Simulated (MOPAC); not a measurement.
Job for MOPAC: AM1 on SiMo, 2S+1 = 5, a spin state set in the input, which need not be the lowest, a point of a bond scan (R = 2.364 Å).

```
AM1 1SCF PRECISE CHARGE=0 UHF MS=2 THREADS=1
MoSi

Mo     0.00000000 1     0.00000000 1     0.00000000 1
Si     0.00000000 1     0.00000000 1     2.36405000 1
```

Program output:

```
*******************************************************************************
 **                                                                           **
 **                              MOPAC v23.2.5                                **
 **                                                                           **
 *******************************************************************************
 ** MOPAC's Digital Object Identifier: https://doi.org/10.5281/zenodo.6511958 **
 **                                                                           **
 ** Please cite the open-source release paper for use of this MOPAC version:  **
 ** J. E. Moussa and J. J. P. Stewart (2026)                                  **
 ** MOPAC: An open-source semiempirical molecular orbital program             **
 ** J. Open Source Softw., 11(119), 8025, https://doi.org/10.21105/joss.08025 **
 *******************************************************************************

                              AM1 CALCULATION RESULTS

 *******************************************************************************
 *  AM1        - The AM1 Hamiltonian to be used
 *  UHF        - UNRESTRICTED HARTREE-FOCK CALCULATION
 *
 *
 *
 *                 CHARGE ON SYSTEM = 0
 *
 *
 *
 *  MS=        - IN MECI, MAGNETIC COMPONENT OF SPIN =  2.0
 *  PRECISE    - TIGHTER CRITERIA TO BE USED
 *  1SCF       - DO 1 SCF AND THEN STOP
 *  THREADS=1  - MULTI-THREADING NOT USED
 *  T=         - A TIME OF 172800.0 SECONDS REQUESTED
 *  DUMP=N     - RESTART FILE WRITTEN EVERY 7200.0 SECONDS REQUESTED
 *******************************************************************************
AM1 1SCF PRECISE CHARGE=0 UHF MS=2 THREADS=1
 MoSi

   ATOM   CHEMICAL          X               Y               Z
  NUMBER   SYMBOL      (ANGSTROMS)     (ANGSTROMS)     (ANGSTROMS)

     1      Mo          0.00000000  *   0.00000000  *   0.00000000  *
     2      Si          0.00000000  *   0.00000000  *   2.36405000  *



          CARTESIAN COORDINATES

    NO.       ATOM           X           Y           Z

     1        Mo          0.0000      0.0000      0.0000
     2        Si          0.0000      0.0000      2.3641

 Si: (AM1): M.J.S.DEWAR, C. JIE, ORGANOMETALLICS, 6, 1486-1490 (1987).
 Mo: (AM1): A.A. Voityuk, N. Roesch J. Phys. Chem. A 104, 4089 (2000).

           Empirical Formula: Mo Si  =     2 atoms



      MOLECULAR POINT GROUP   :   C*v


          UHF CALCULATION, NO. OF ALPHA ELECTRONS =    7
                           NO. OF BETA  ELECTRONS =    3

 -------------------------------------------------------------------------------
 AM1 1SCF PRECISE CHARGE=0 UHF MS=2 THREADS=1
 MoSi



     1SCF WAS SPECIFIED, SO BFGS WAS NOT USED
     SCF FIELD WAS ACHIEVED


                              AM1 CALCULATION
                                                       MOPAC v23.2.5 Linux




          FINAL HEAT OF FORMATION =       3016.03597 KCAL/MOL =   12619.09449 KJ/MOL


          COSMO AREA              =        116.27 SQUARE ANGSTROMS
          COSMO VOLUME            =        110.82 CUBIC ANGSTROMS

          IONIZATION POTENTIAL    =          7.576934 EV
          ALPHA SOMO LUMO (EV)    =         -8.499 -0.379
          BETA  SOMO LUMO (EV)    =         -7.577 -0.682
          NO. OF ALPHA ELECTRONS  =          7
          NO. OF BETA  ELECTRONS  =          3
          MOLECULAR WEIGHT        =        124.0255         POINT GROUP:  C*v

          MOLECULAR DIMENSIONS (Angstroms)

            Atom       Atom       Distance
           Si     2   Mo     1     2.36405
           Si     2   Mo     1     0.00000
           Mo     1   Si     2     0.00000


          SCF CALCULATIONS        =          1





   ATOM   CHEMICAL          X               Y               Z
  NUMBER   SYMBOL      (ANGSTROMS)     (ANGSTROMS)     (ANGSTROMS)

     1      Mo          0.00000000  *   0.00000000  *   0.00000000  *
     2      Si          0.00000000  *   0.00000000  *   2.36405000  *

                             CARTESIAN COORDINATES

   1   Mo        0.000000000     0.000000000     0.000000000
   2   Si        0.000000000     0.000000000     2.364050000


           Empirical Formula: Mo Si  =     2 atoms



      MOLECULAR POINT GROUP   :   C*v


          ALPHA EIGENVALUES
 -11.45532  -9.64641  -9.64641  -9.38713  -9.38713  -9.00167  -8.49931  -0.37880
  -0.37880   2.17654  15.51316  15.51316  16.26748


           BETA EIGENVALUES
 -11.92907  -7.57693  -7.57693  -0.68174   1.54587   3.70023   3.70023   3.97198
   3.97198   4.09422  17.83372  18.09867  18.09867


              NET ATOMIC CHARGES AND DIPOLE CONTRIBUTIONS

  ATOM NO.   TYPE          CHARGE      No. of ELECS.   s-Pop       p-Pop       d-Pop
    1         Mo           0.251676        5.7483     0.88993     0.04070     4.81770
    2         Si          -0.251676        4.2517     1.22460     3.02707
 DIPOLE           X         Y         Z       TOTAL
 POINT-CHG.     0.000     0.000    -2.858     2.858
 HYBRID        -0.000    -0.000    -0.867     0.867
 SUM           -0.000    -0.000    -3.725     3.725


          ATOMIC ORBITAL ELECTRON POPULATIONS

     Atom    s        px        py        pz      x^2-y^2     xz        z^2       yz        xy
    1 Mo   0.88993   0.00504   0.00504   0.03061   1.00000   0.94830   0.92109   0.94830   1.00000
    2 Si   1.22460   1.04665   1.04665   0.93377


                    (SZ)    =    2.000000
                    (S**2)  =    7.608965


          ATOMIC ORBITAL SPIN POPULATIONS

    Atom   Total    s     px     py     pz   x^2-y^2  xz     z^2    yz     xy
         Atomic
    1 Mo  4.9819  0.399 -0.005 -0.005 -0.001  1.000  0.877  0.838  0.877  1.000
    2 Si -0.9819  0.410 -0.872 -0.872  0.352

 **********************
 *                    *
 * JOB ENDED NORMALLY *
 *                    *
 **********************




 == MOPAC DONE ==
```

The run finished. Its determinant has ⟨S²⟩ = 7.61, a mixture of spin states.

Cost: about 0.03 core-seconds (a rough figure).
